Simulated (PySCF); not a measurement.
Species: Sn(SMe)H3, CH₆SSn.
Bonds: Sn1–S2, S2–C3. Hydrogens: H7, H8, H9 on Sn1; H4, H5, H6 on C3.

Method used: PBE0-D3(BJ)/def2-SVP geometry optimisation, gas phase, def2 core potentials past Kr in PySCF 2.14.0.

Q: List the bond lengths and angles at this level.

A: 
```
                  bond  length (pm)
                Sn1–S2        241.9
Sn1–H7, Sn1–H8, Sn1–H9        171.3
                 S2–C3        182.2
   C3–H4, C3–H5, C3–H6        109.9
```

Bonds in one row agree within 1 pm and their mean is given. A selection of angles:
```
    angle  degrees
S2–Sn1–H7    109.6
S2–Sn1–H8    106.0
H7–Sn1–H8    111.3
H7–Sn1–H9    109.6
Sn1–S2–C3    100.0
 S2–C3–H4    112.0
 S2–C3–H5    106.4
 H4–C3–H5    108.2
 H4–C3–H6    109.7
```

Sn1 (tin bonded to S and 3 H) is distorted tetrahedral (angles from 106.0° to 111.6°).

Point group: near Cs, missed by 0.14 Å at most; the miss may be what the optimiser left on a soft mode. No PBE0-D3(BJ)/def2-SVP frequencies stand behind this structure, so it isn't proved a minimum.
